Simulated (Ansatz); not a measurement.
A CCSD(T) single point on `[Br][Ge][Br]`.

```yaml
crystal:
  periodic: [false, false, false]
  atoms:
    - {symbol: Br, position_ang: [-0.284960, 1.782562, -0.420499]}
    - {symbol: Ge, position_ang: [-0.899107, -0.379756, 0.233839]}
    - {symbol: Br, position_ang: [1.173067, -1.467606, 0.173359]}
basis:
  gaussian: {orbitals: def2-SVP}
correlation: {method: ccsd_t}
```

```sh
$ ansatz run in.yaml --threads 4 --pin off --events-out ev --progress --plain --max-ram 10444MiB
```

The program prints (abridged):

```
Functional definition: HF
923 factors; integrals over basis functions are off by at most 6.8e-4 eV
mean field evaluation 1: about -196448.6077 eV, gradient 1.6e1 eV
mean field evaluation 2: about -196448.6199 eV, gradient 1.6e1 eV
mean field evaluation 4: about -196449.7032 eV, gradient 1.6e0 eV
mean field evaluation 8: about -196449.7226 eV, gradient 5.1e-4 eV
mean field -196449.72258372 eV, -7219.3941465473 hartree, gradient 2.4e-6 eV, S^2 0.000000; 0 other end points of the search recorded, 0 dependent functions left out
27 core orbitals not correlated: weight in the atoms' cores, before any rotation towards them, 1.000 or more for the frozen orbitals, at most 0.000 for the correlated occupied ones
reference -196449.72258372 eV, -7219.3941465473 hartree; 24, 24 occupied and 45, 45 virtual orbitals, 923 factors
second order -18.03405698 eV of doubles, -0.00000000 eV of singles
cycle   1  -17.56925905 eV  change    4.6e-1 eV  update   9.6e-2
cycle   2  -18.00757686 eV  change   -4.4e-1 eV  update   2.9e-2
cycle   3  -18.06521155 eV  change   -5.8e-2 eV  update   1.7e-2
cycle   4  -18.03953341 eV  change    2.6e-2 eV  update   4.3e-3
cycle   5  -18.04175540 eV  change   -2.2e-3 eV  update   2.2e-3
cycle   6  -18.04223033 eV  change   -4.7e-4 eV  update   6.5e-4
cycle   7  -18.04173999 eV  change    4.9e-4 eV  update   2.2e-4
cycle   8  -18.04183223 eV  change   -9.2e-5 eV  update   6.2e-5
cycle   9  -18.04184692 eV  change   -1.5e-5 eV  update   1.8e-5
perturbative correction -0.49324589 eV, -0.0181264522 hartree
Total energy: -196468.25767654 eV, -7220.0752986447 hartree
```

Run time 2.6 s (4 threads of an Arm Neoverse V1 on a shared host); peak host memory 0.32 GiB.

MP2 recovers 97.3 % of the CCSD(T) correlation energy and the triples give 2.7 %; T1 = 0.0104.
